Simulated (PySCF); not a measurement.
Spin-rotation constants: `O=C(O)/C(=C/F)OC(F)(F)F`, C₄H₂F₄O₃

Molfile (atoms numbered from 1):
```
C4H2F4O3
     RDKit          3D

 13 12  0  0  0  0  0  0  0  0999 V2000
    2.0908    0.6550   -1.3410 O   0  0  0  0  0  0  0  0  0  0  0  0
    1.4436    0.0033   -0.5665 C   0  0  0  0  0  0  0  0  0  0  0  0
    1.6756   -1.2656   -0.2689 O   0  0  0  0  0  0  0  0  0  0  0  0
    0.2709    0.5512    0.1804 C   0  0  0  0  0  0  0  0  0  0  0  0
   -0.0733    1.8308    0.0263 C   0  0  0  0  0  0  0  0  0  0  0  0
   -1.0883    2.3945    0.6483 F   0  0  0  0  0  0  0  0  0  0  0  0
   -0.3948   -0.3117    1.0582 O   0  0  0  0  0  0  0  0  0  0  0  0
   -1.4173   -0.9915    0.5512 C   0  0  0  0  0  0  0  0  0  0  0  0
   -1.8895   -1.8159    1.4696 F   0  0  0  0  0  0  0  0  0  0  0  0
   -1.0975   -1.7260   -0.5263 F   0  0  0  0  0  0  0  0  0  0  0  0
   -2.4305   -0.2073    0.1517 F   0  0  0  0  0  0  0  0  0  0  0  0
    2.4295   -1.6116   -0.7734 H   0  0  0  0  0  0  0  0  0  0  0  0
    0.4763    2.4954   -0.6272 H   0  0  0  0  0  0  0  0  0  0  0  0
  1  2  2  0
  2  3  1  0
  2  4  1  0
  4  5  2  0
  5  6  1  0
  4  7  1  0
  7  8  1  0
  8  9  1  0
  8 10  1  0
  8 11  1  0
  3 12  1  0
  5 13  1  0
M  END
```

Computed, not measured: GIAO KT3/pcSseg-1 magnetisability, rotational g tensor and spin-rotation constants, non-relativistic, gas phase (PySCF 2.14.0). Geometry: GFN2-xTB.

(1) Give the nuclear spin-rotation constants along the inertial axes (H = +C I·J) beside the isotropic shieldings.

Results:

(1) Rotational constants 1.4426, 0.9895, 0.6698 GHz. A star marks the isotopologue with that one atom substituted, in its own axes.
| atom | isotope | Caa (kHz) | Cbb (kHz) | Ccc (kHz) | mean (kHz) | σ (ppm) |
| --- | --- | --- | --- | --- | --- | --- |
| F6 | 19F | 2.203 | 1.692 | 0.173 | 1.356 | 268.6 |
| F9 | 19F | 1.571 | 1.382 | 0.971 | 1.308 | 243.3 |
| F10 | 19F | 2.476 | 1.115 | 0.843 | 1.478 | 233.8 |
| F11 | 19F | 2.360 | 1.115 | 0.893 | 1.456 | 234.1 |
| H12 | 1H | -0.044 | -0.003 | -0.089 | -0.045 | 25.6 |
| H13 | 1H | 0.079 | -0.073 | -0.052 | -0.015 | 23.8 |
| O1 | 17O* | -0.610 | -0.461 | -0.110 | -0.394 | -31.8 |
| C2 | 13C* | 0.439 | 0.478 | 0.174 | 0.363 | 30.8 |
| O3 | 17O* | -0.415 | -0.174 | -0.128 | -0.239 | 129.9 |
| C4 | 13C* | 0.549 | 0.307 | 0.155 | 0.337 | 59.5 |
| C5 | 13C* | 0.629 | 0.345 | 0.178 | 0.384 | 30.1 |
| O7 | 17O* | -0.278 | -0.184 | -0.088 | -0.183 | 189.8 |
| C8 | 13C* | 0.443 | 0.297 | 0.206 | 0.315 | 57.3 |

For the geometry as given, no vibrational averaging.
